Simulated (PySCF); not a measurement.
Fe²⁺ (iron, charge +2) across methods

[Ar] 3d5 4p1, high-spin 7P determinant (an excited configuration). Computed with PySCF 2.14 in def2-QZVPPD, with no relativity, point nucleus.

```
   method  E (hartree)  mean ε 3p β (eV)  mean ε 3d α (eV)  mean ε 4p α (eV)  Σ⟨r²⟩ (bohr²)    ⟨S²⟩
BHandHLYP    -1262.424           -88.484           -40.964           -18.700          22.24  12.001
      UHF  -1261.34301           -93.269           -46.323           -19.835          22.55  12.001
    TPSSh    -1262.431           -83.802           -36.411           -17.734          22.18  12.000
      LDA    -1259.907           -82.369           -35.479           -17.607          22.06  12.000
   r2SCAN    -1262.404           -83.035           -35.881           -17.636          22.08  12.001
    wB97X    -1262.421           -87.901           -40.367           -19.941          22.22  12.001
     PBE0    -1262.207           -85.418           -38.223           -18.213          22.18  12.000
  LC-wPBE    -1262.207           -87.924           -40.654           -20.476          22.13  12.000
      PBE    -1262.152           -82.249           -35.268           -17.527          22.16  12.000
```
